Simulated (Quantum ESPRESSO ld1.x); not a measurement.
All-electron atom: Mg in [Ne] 3s2 (the NIST ground configuration). All-electron calculation, Dirac Kohn-Sham, PW91, spin-unpolarised, spherical densities, point nucleus. Program: ld1.x of Quantum ESPRESSO 7.5. Some entries of the table are withheld. Estimate them.

orbital  occ.  eigenvalue (eV)  r(max) (bohr)
1s1/2       2              (1)        0.08507
2s1/2       2         -79.9005            (2)
2p1/2       2         -46.9402            (3)
2p3/2       4         -46.6509            (4)
3s1/2       2              (5)          2.549

Answer. 
(1) 1s1/2 eigenvalue (eV): -1260.24
(2) 2s1/2 r(max) (bohr): 0.5466
(3) 2p1/2 r(max) (bohr): 0.4770
(4) 2p3/2 r(max) (bohr): 0.4786
(5) 3s1/2 eigenvalue (eV): -4.7375
